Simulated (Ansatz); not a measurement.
[WO3F]- (WO₃F⁻). The state is a singlet with charge -1. Geometry r2SCAN-D4/def2-SVPD.

```xyz
5

W     0.019    0.011   -0.017
O     0.587   -1.198   -1.158
O    -0.674    1.359   -0.904
O     1.378    0.587    0.936
F    -1.310   -0.759    1.143
```

In the def2 sets W takes a core potential; there is no spin–orbit coupling. B3LYP takes the VWN-RPA correlation.

Problem. Estimate the orbital energies around the gap (eV) in Ansatz with LDA (SPW92)/def2-TZVPD, B3LYP-D4/def2-TZVPD, PBE0-D4/def2-SVPD, PBE0-D4/def2-TZVPD, BHLYP-D4/def2-TZVPD.

Solution. 
| orbital | LDA (SPW92)/def2-TZVPD | B3LYP-D4/def2-TZVPD | PBE0-D4/def2-SVPD | PBE0-D4/def2-TZVPD | BHLYP-D4/def2-TZVPD |
| --- | --- | --- | --- | --- | --- |
| HOMO−13 | -16.97 | -19.46 | -19.78 | -20.07 | -22.97 |
| HOMO−12 | -16.97 | -19.46 | -19.78 | -20.07 | -22.97 |
| HOMO−11 | -7.10 | -8.54 | -8.95 | -8.86 | -10.92 |
| HOMO−10 | -6.16 | -7.64 | -8.03 | -7.95 | -10.07 |
| HOMO−9 | -6.16 | -7.64 | -8.03 | -7.95 | -10.07 |
| HOMO−8 | -4.93 | -6.15 | -6.62 | -6.46 | -8.18 |
| HOMO−7 | -4.93 | -6.15 | -6.62 | -6.46 | -8.18 |
| HOMO−6 | -4.27 | -5.45 | -5.87 | -5.74 | -7.41 |
| HOMO−5 | -3.91 | -5.07 | -5.47 | -5.34 | -6.97 |
| HOMO−4 | -3.91 | -5.07 | -5.47 | -5.34 | -6.97 |
| HOMO−3 | -3.04 | -4.06 | -4.36 | -4.29 | -5.76 |
| HOMO−2 | -2.33 | -3.40 | -3.70 | -3.63 | -5.15 |
| HOMO−1 | -2.33 | -3.40 | -3.70 | -3.63 | -5.15 |
| HOMO | -2.02 | -3.10 | -3.46 | -3.33 | -4.86 |
| LUMO | 2.94 | 3.34 | 3.79 | 3.60 | 3.93 |
| LUMO+1 | 3.01 | 3.78 | 3.93 | 4.05 | 4.36 |
| LUMO+2 | 3.01 | 3.78 | 3.93 | 4.05 | 4.37 |
| LUMO+3 | 3.90 | 4.04 | 4.82 | 4.23 | 4.45 |
| LUMO+4 | 3.96 | 4.04 | 4.90 | 4.24 | 4.94 |
| LUMO+5 | 3.96 | 4.04 | 4.90 | 4.24 | 4.94 |
